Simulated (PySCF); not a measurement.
Isomers of C6H13BNP, one conformer each; single-point electronic energies without zero-point terms and without any empirical dispersion term.

All values: PBE0/pcSseg-1 (PySCF, non-relativistic), each on one gas-phase PBE0-D3(BJ)/def2-SVP geometry that isn't relaxed in the solvent. The solvent is an IEF-PCM continuum (van der Waals radii × 1.2). The model holds no explicit solvent molecules, cavitation or dispersion.

| isomer | relative energy, gas (kcal/mol) | dipole (D) |
| --- | --- | --- |
| `[P@@+]1(C)([C@H](C)CC1)[BH2-]C#N` | 0.0 | 7.76 |
| `CC[P@H+]([BH2-]C#N)C1CC1` | 13.8 | 8.16 |

Question: How do the relative energies look in benzene (ε = 2.271)?

Answer: 
```csv
isomer,"relative energy, solvent (kcal/mol)",E(solvent) − E(gas) (kcal/mol),dipole in solvent (D)
`[P@@+]1(C)([C@H](C)CC1)[BH2-]C#N`,0.0,-5.5,8.78
`CC[P@H+]([BH2-]C#N)C1CC1`,13.1,-6.1,9.15
```

The order is unchanged. Conformers: `[CH3:1][C@@H:2]1[CH2:3][CH2:4][P@+:5]1([CH3:6])[BH2-:7][C:8]#[N:9]` with C4–P5–B7–C8 -38°, C1–C2–C3–C4 -101°, C2–C3–C4–P5 -16°, C3–C4–P5–C6 -91°, C1–C2–P5–C4 104°; `[CH3:1][CH2:2][P@H+:3]([BH2-:4][C:5]#[N:6])[CH:7]1[CH2:8][CH2:9]1` with C1–C2–P3–B4 -179°, C2–P3–B4–C5 177°, C2–P3–C7–C8 -88°. `CC[P@H+]([BH2-]C#N)C1CC1` gains most from the continuum, and it has the largest gas-phase dipole. The gains span 0.6 kcal/mol, the gas-phase energies 13.8 kcal/mol.
